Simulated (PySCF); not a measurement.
C₆H₄BrFO.
Numbering: `[CH:1]#[C:2][C:3](=[CH2:4])[O:5]/[CH:6]=[C:7](/[F:8])[Br:9]` (hydrogens: H10 on C1; H11, H12 on C4; H13 on C6)

Geometry (PBE0-D3(BJ)/def2-SVP, Å), atoms numbered from 1 in this order:
```
atom  x, y, z in Å
C1     2.2662   -1.4218   -0.3605
C2     1.5654   -0.4436   -0.2079
C3     0.7481    0.7158   -0.0232
C4     1.2565    1.9229    0.2656
O5    -0.6061    0.5925   -0.1472
C6    -1.1866   -0.5927   -0.4174
C7    -2.5116   -0.7019   -0.5419
F8    -3.0727   -1.8706   -0.8086
Br9   -3.7093    0.7149   -0.3670
H10    2.8951   -2.2832   -0.4950
H11    0.5897    2.7764    0.3972
H12    2.3325    2.0514    0.3681
H13   -0.5537   -1.4760   -0.5357
```

The calculation used PySCF 2.14.0, PBE0-D3(BJ)/def2-SVP geometry optimisation, gas phase.

Take the most abundant isotopes and a rigid rotor. The values belong to one conformer with, in the numbering `[CH:1]#[C:2][C:3](=[CH2:4])[O:5]/[CH:6]=[C:7](/[F:8])[Br:9]`, C2–C3–O5–C6 1°, C3–O5–C6–C7 180°.

Q: What are A, B and C (MHz)?

A: Ia = 221.82, Ib = 928.48, Ic = 1150.25 u·Å²; 505379 MHz·u·Å²/I gives A = 2278, B = 544.3, C = 439.4 MHz.

Q: What kind of rotor is it?

A: An asymmetric top; Ray's κ = -0.886.

Q: Is it planar, by Δ = Ic − Ia − Ib?

A: Not planar: Δ = Ic − Ia − Ib = -0.05 u·Å². For a rigid frame Δ = −2 Σ m c², so Σ m c² = 0.03 u·Å² lies off the ab plane: 0.00 from hydrogen and 0.02 from heavier atoms. The atom farthest from that plane is 0.03 Å away.

Q: Where do the levels up to J = 5 lie, in MHz?

A: Above 0(0,0):
J = 1: 1(0,1) 984, 1(1,1) 2718, 1(1,0) 2823
J = 2: 2(0,2) 2946, 2(1,2) 4580, 2(1,1) 4895, 2(2,1) 10097, 2(2,0) 10102
J = 3: 3(0,3) 5879, 3(1,3) 7371, 3(1,2) 8000, 3(2,2) 13048, 3(2,1) 13071, 3(3,1) 21983, 3(3,0) 21984
J = 4: 4(0,4) 9768, 4(1,4) 11087, 4(1,3) 12135, 4(2,3) 16979, 4(2,2) 17048, 4(3,2) 25927, 4(3,1) 25928, 4(4,1) 38425, 4(4,0) 38425
J = 5: 5(0,5) 14597, 5(1,5) 15724, 5(1,4) 17294, 5(2,4) 21887, 5(2,3) 22046, 5(3,3) 30860, 5(3,2) 30864, 5(4,2) 43353, 5(4,1) 43353, 5(5,1) 59422, 5(5,0) 59422

Q: Which types of transition are allowed, and where do some lines up to J = 5 fall?

A: The dipole components are |μa| = 2.43 D, |μb| = 0.29 D, |μc| = 0.00 D. Intensities carry the squares of the components, which stand as 1.00 : 0.01 : 0.00 (a : b : c). Some lines, for components of 0.1 D or more:

```json
{"type": "a", "branch": "Q", "J(Ka,Kc)": "3(1,2) ← 3(1,3)", "MHz": "630", "lower level (cm⁻¹)": "0.246"}
{"type": "b", "branch": "Q", "J(Ka,Kc)": "3(1,2) ← 3(0,3)", "MHz": "2121", "lower level (cm⁻¹)": "0.196"}
{"type": "a", "branch": "R", "J(Ka,Kc)": "3(2,1) ← 2(2,0)", "MHz": "2969", "lower level (cm⁻¹)": "0.337"}
{"type": "a", "branch": "R", "J(Ka,Kc)": "4(0,4) ← 3(0,3)", "MHz": "3889", "lower level (cm⁻¹)": "0.196"}
{"type": "a", "branch": "R", "J(Ka,Kc)": "4(1,3) ← 3(1,2)", "MHz": "4135", "lower level (cm⁻¹)": "0.267"}
{"type": "a", "branch": "R", "J(Ka,Kc)": "5(0,5) ← 4(0,4)", "MHz": "4829", "lower level (cm⁻¹)": "0.326"}
{"type": "b", "branch": "Q", "J(Ka,Kc)": "3(2,2) ← 3(1,3)", "MHz": "5677", "lower level (cm⁻¹)": "0.246"}
{"type": "b", "branch": "R", "J(Ka,Kc)": "4(2,3) ← 3(1,2)", "MHz": "8979", "lower level (cm⁻¹)": "0.267"}
{"type": "b", "branch": "R", "J(Ka,Kc)": "5(2,3) ← 4(1,4)", "MHz": "10959", "lower level (cm⁻¹)": "0.370"}
{"type": "b", "branch": "R", "J(Ka,Kc)": "3(3,0) ← 2(2,1)", "MHz": "11887", "lower level (cm⁻¹)": "0.337"}
{"type": "b", "branch": "Q", "J(Ka,Kc)": "4(4,0) ← 4(3,1)", "MHz": "12497", "lower level (cm⁻¹)": "0.865"}
{"type": "b", "branch": "R", "J(Ka,Kc)": "4(3,1) ← 3(2,2)", "MHz": "12880", "lower level (cm⁻¹)": "0.435"}
{"type": "b", "branch": "R", "J(Ka,Kc)": "4(4,0) ← 3(3,1)", "MHz": "16441", "lower level (cm⁻¹)": "0.733"}
{"type": "b", "branch": "R", "J(Ka,Kc)": "5(5,1) ← 4(4,0)", "MHz": "20998", "lower level (cm⁻¹)": "1.282"}
```

Not checked by PBE0-D3(BJ)/def2-SVP frequencies. No vibrational averaging or centrifugal distortion is included, and the geometry carries the error of its method. Quadrupole hyperfine structure (79Br) is left out.
